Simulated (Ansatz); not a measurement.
trans-Hf(PH3)2Cl4 (HfP2H6Cl4), 13 atoms. Hardware: 4 threads of Arm Neoverse V1 on a shared host.

In the def2 sets Hf takes a core potential; there is no spin–orbit coupling. Correlated methods freeze 30 core orbitals; core or outer-core shells of Hf are correlated, in sets that lack core-valence functions.

Q: How many basis functions does each of these Ansatz runs have, and roughly what does it cost? PBE0-D4/def2-TZVP, charge 0 singlet, energy, from earlier orbitals; MP2/def2-TZVP, charge 0 singlet, energy, from earlier orbitals; r2SCAN-D4/def2-TZVP, charge 0 singlet, energy, from earlier orbitals; PBE0-D4/def2-SVP, charge 0 singlet, relaxation, 29 steps; PBE-D4/def2-SVP, charge 0 singlet, energy, from earlier orbitals; LC-ωPBE/def2-TZVP, charge 0 singlet, energy, from earlier orbitals; CAM-B3LYP-D4/def2-TZVP, charge 0 singlet, energy, from earlier orbitals; revPBE-D4/def2-TZVP, charge 0 singlet, energy, from earlier orbitals; PBE0-D4/def2-SVP, charge 0 singlet, energy, from earlier orbitals; PBE-D4/def2-TZVP, charge 0 singlet, energy and forces, from earlier orbitals; RPA@PBE/def2-TZVP, charge 0 singlet, energy, from earlier orbitals.

A: Other jobs shared the machine, so times can vary by a factor of up to 3. A dash marks memory too small to be measured apart from the calling script's.

```tsv
run	functions	fitting or Cholesky vectors	wall time	peak host memory (GiB)
PBE-D4/def2-SVP, charge 0 singlet, energy, from earlier orbitals	170	1856	3.7 s	–
PBE0-D4/def2-SVP, charge 0 singlet, energy, from earlier orbitals	170	1597	5.5 s	–
revPBE-D4/def2-TZVP, charge 0 singlet, energy, from earlier orbitals	298	2173	7.5 s	0.64
PBE-D4/def2-TZVP, charge 0 singlet, energy and forces, from earlier orbitals	298	2173	8.5 s	0.64
LC-ωPBE/def2-TZVP, charge 0 singlet, energy, from earlier orbitals	298	2173	11 s	0.97
MP2/def2-TZVP, charge 0 singlet, energy, from earlier orbitals	298	1931	12 s	1
r2SCAN-D4/def2-TZVP, charge 0 singlet, energy, from earlier orbitals	298	2173	17 s	0.69
CAM-B3LYP-D4/def2-TZVP, charge 0 singlet, energy, from earlier orbitals	298	2253	18 s	1.6
RPA@PBE/def2-TZVP, charge 0 singlet, energy, from earlier orbitals	298	1931	18 s	0.97
PBE0-D4/def2-TZVP, charge 0 singlet, energy, from earlier orbitals	298	2293	19 s	1.4
PBE0-D4/def2-SVP, charge 0 singlet, relaxation, 29 steps	170	1727	2.5 min	–
```
